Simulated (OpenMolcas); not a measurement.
## Levels of Cu²⁺ by method

```json
{"Program": "OpenMolcas", "Basis": "ANO-RCC-VDZP [5s4p2d1f]", "Scalar Hamiltonian": "DKH2, point nucleus", "Active space": "9 electrons in 9 orbitals (RAS2 3d 4s; RAS3 4p, at most 2 electrons)", "State averaging": "2S+1 = 2 even, 30 roots (29 in the spin-orbit step); 2S+1 = 4 even, 10 roots kept (CI in the orbitals of an earlier block); 2S+1 = 2 odd, 21 roots; 2S+1 = 4 odd, 21 roots kept (CI in the orbitals of an earlier block)", "Spin-orbit coupling": "RASSI with atomic mean-field integrals over the reference wave functions, term energies averaged over their components"}
```

Methods on the same reference wave functions:
A. RASSCF
B. SS-RASPT2, IPEA 0.25 Eh, imaginary shift 0.1 Eh (closed shells correlated: 3s 3p)
C. MS-RASPT2, IPEA 0.25 Eh, imaginary shift 0.1 Eh (closed shells correlated: 3s 3p)

Energies in cm⁻¹ above 3d⁹ ²D_5/2, the measured ground level; measured values from Sugar and Musgrove, J. Phys. Chem. Ref. Data 19, 527 (1990).

```json
{"Level": "3d⁹ ²D_5/2", "A": "0.0", "B": "0.0", "C": "0.0", "Measured": "0.0"}
{"Level": "3d⁹ ²D_3/2", "A": "2300", "B": "2300", "C": "2300", "Measured": "2072"}
{"Level": "3d⁸ 4s ⁴F_9/2", "A": "40511", "B": "69580", "C": "69580", "Measured": "60805"}
{"Level": "3d⁸ 4s ⁴F_7/2", "A": "41780", "B": "70820", "C": "70820", "Measured": "62065"}
{"Level": "3d⁸ 4s ⁴F_5/2", "A": "42876", "B": "71930", "C": "71930", "Measured": "63149"}
{"Level": "3d⁸ 4s ⁴F_3/2", "A": "43643", "B": "72690", "C": "72690", "Measured": "63887"}
{"Level": "3d⁸ 4s ²F_7/2", "A": "46916", "B": "75130", "C": "75130", "Measured": "67017"}
{"Level": "3d⁸ 4s ²F_5/2", "A": "48926", "B": "77100", "C": "77100", "Measured": ""}
{"Level": "3d⁸ 4s ²D_5/2 [71 %]", "A": "60770", "B": "86560", "C": "86560", "Measured": "77968"}
{"Level": "3d⁸ 4s ²D_3/2", "A": "61231", "B": "86890", "C": "86900", "Measured": "78780"}
```

Deviations, from unrounded energies. A percentage is the sum of absolute deviations over the sum of measured energies, with the sign that they share, or ± where signs differ.

```
                  Against measurement  Levels      A      B      C
       mean absolute deviation (cm-1)       8  17000   7500   7500
fine structure of the ground term (%)       1  +11.0  +11.0  +11.0
             other configurations (%)       7  -28.7  +12.7  +12.7
```

B, C lie about equally close to measurement and A furthest from it. The largest miss of B in the table is 3d⁸ 4s ⁴F_3/2, by +8800 cm-1. The ranking rests on the paired levels alone, and a cruder setting can come out closer through cancelling errors.

Between B and C no level of the table moves by more than 5 cm-1.

The two smallest mean deviations differ by little beside CASPT2's spread within terms, so their order carries little weight.

The lowest spin-free term lies below A's lowest term by 0.574 hartree in B, 0.574 hartree in C.

CASPT2 breaks the degeneracy within a term, and the mean is taken; among the terms shown or strongly mixed into the levels shown the widest spread is 900 cm-1 (3d⁸ 4s ²F, C). Some high roots are left out of the spin-orbit mixing, which shifts the levels that they would mix with. Terms from blocks run as CI alone lack orbitals of their own. A single d shell beside an s shell can misplace configurations of different d count against each other. Without dynamic correlation excited terms often stand tens of per cent too high (terms of higher spin than the ground term too low), and those without a measured partner can miss by more than the paired ones (holds for A). Measured partners are found by configuration, term and J. A level has none where our copy of the source lacks it or the pairing is in doubt (some pairs that miss far off the trend of their configuration count as doubtful), and it then counts in no deviation. Levels of configurations outside the active space are missing. Levels that lie high or do not pair safely by name in every column are left out.

A share in square brackets marks a mixed level and gives the weight of the term that names it, the lowest over the columns.
